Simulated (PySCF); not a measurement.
Al(H)(OH)2 (AlH3O2), SMILES [OH][AlH][OH]. Geometry optimised at B3LYP-D3(BJ)/def2-TZVP. Other conformers were not sampled.

All values below come from B3LYP-D3(BJ)/def2-TZVP run with PySCF.

Harmonic wavenumbers (cm⁻¹): 249, 305, 357, 516, 540, 610, 682, 804, 910, 2020, 3914, 3917. Rotational constants (GHz): 30.36, 6.531, 5.375; symmetry number 2.

Question: Work out the zero-point energy and the ideal-gas rigid-rotor harmonic-oscillator thermochemistry at 298.15 K and 1 atm.

Answer: ZPE = ½ Σ hcν = ½ × 14825 cm⁻¹ = 88.67 kJ/mol. H − E(el) = 104.02 kJ/mol. Entropy in J/(mol K): translation 160.22, rotation 91.42, vibration 27.38, total 279.02. G − E(el) = 20.83 kJ/mol. Cp = 76.69 J/(mol K).
